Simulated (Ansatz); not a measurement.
Computed with Ansatz on PBE0-D4/def2-TZVP structures; ΔE is electronic, products minus reactants. CCSD(T)/CBS is the MP2 limit (def2-TZVPP, def2-QZVPP) plus CCSD(T) − MP2 in def2-TZVPP, frozen cores. This one scheme is used for every species. DFT in def2-TZVPP. B3LYP here is the variant with VWN-RPA as its local correlation; programs differ in this. Each species was taken in one conformer, which may not be the lowest.

Consider the ligand exchange at a B–S bond: `CB(S)O[SiH3]` + silanol → `CB(O[SiH3])O[SiH3]` + H₂S.

| species | B3LYP energy (Eh) |
| --- | --- |
| `CB(S)O[SiH3]` | -830.33145 |
| `O[SiH3]` | -367.22653 |
| `CB(O[SiH3])O[SiH3]` | -798.15387 |
| H₂S | -399.42676 |

Work out ΔE.

ΔE = (-798.15387) + (-399.42676) − (-830.33145) − (-367.22653) = -0.02265 Eh = -59.5 kJ/mol. CCSD(T)/CBS gives -58.7 kJ/mol.

Largest T1 diagnostic among the species: 0.012.

In def2-TZVPP, CCSD(T) changes the Hartree–Fock value by +14.8 kJ/mol (the triples alone add +3.4 kJ/mol) and MP2 by +20.8 kJ/mol. The D4 term adds −4.0 kJ/mol with B3LYP and −2.7 kJ/mol with PBE0; it sums over pairs of atoms, weighted by their polarisabilities, and B3LYP, whose exchange is more repulsive, gets the larger term.
